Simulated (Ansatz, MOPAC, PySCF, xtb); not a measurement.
Pair of molecules: CH4O (SMILES CO) (first 6 atoms) with C2H3N (SMILES CC#N); geometry from B3LYP-D3(BJ)/def2-TZVP, rigid monomers moved along the line of their centres of mass till H6···N9 is 1.84 Å.
(charge 0, multiplicity 1):
```xyz
12

C     -0.5814     0.1871    -0.7437
O      0.2525    -0.7388    -0.0773
H     -1.6344     0.0862    -0.4514
H     -0.5057    -0.0139    -1.8130
H     -0.2743     1.2262    -0.5693
H      0.1926    -0.5650     0.8728
C     -0.2852     0.4582     5.1539
C     -0.1753     0.1778     3.7326
N     -0.0879    -0.0445     2.6101
H     -0.4846     1.5183     5.3113
H     -1.0994    -0.1229     5.5872
H      0.6444     0.1948     5.6587
```

Interaction energies are E(AB) − E(A) − E(B) at the monomers' geometry in the complex; basis-set methods are counterpoise corrected. Rows marked so take none.

Frozen-core correlation. Rows in 3-21G, 6-31G* carry no dispersion term and start afresh at each structure (6-31G* with six Cartesian d functions). MP2/6-31G* freezes PySCF's default core. The state that PM3, PM7 reach isn't checked; PM7 holds dispersion and hydrogen-bond terms.

The values were computed with Ansatz (an electronic-structure program); MOPAC for PM3, PM7 (differences of heats of formation); PySCF for 3-21G rows, 6-31G* rows, the dispersion terms; xtb for the GFN methods. Values without a source in brackets are computed.

```json
[
 {"level": "GFN-FF", "interaction energy (meV)": "-221.7"},
 {"level": "PM3", "interaction energy (meV)": "-80.3"},
 {"level": "PM7", "interaction energy (meV)": "-122.1"},
 {"level": "PBE/def2-TZVPPD", "interaction energy (meV)": "-190.2"},
 {"level": "B3LYP/3-21G (no counterpoise)", "interaction energy (meV)": "-381.3"},
 {"level": "B3LYP-D3(BJ)/def2-TZVPPD", "interaction energy (meV)": "-207.4"},
 {"level": "MP2/6-31G* (no counterpoise)", "interaction energy (meV)": "-210.0"},
 {"level": "MP2/aug-cc-pVDZ", "interaction energy (meV)": "-172.1"},
 {"level": "CCSD(T)/aug-cc-pVDZ", "interaction energy (meV)": "[?]"}
]
```

**Question.** Some entries are withheld; supply them.

**Answer.** 
- CCSD(T)/aug-cc-pVDZ, interaction energy (meV): -155.8
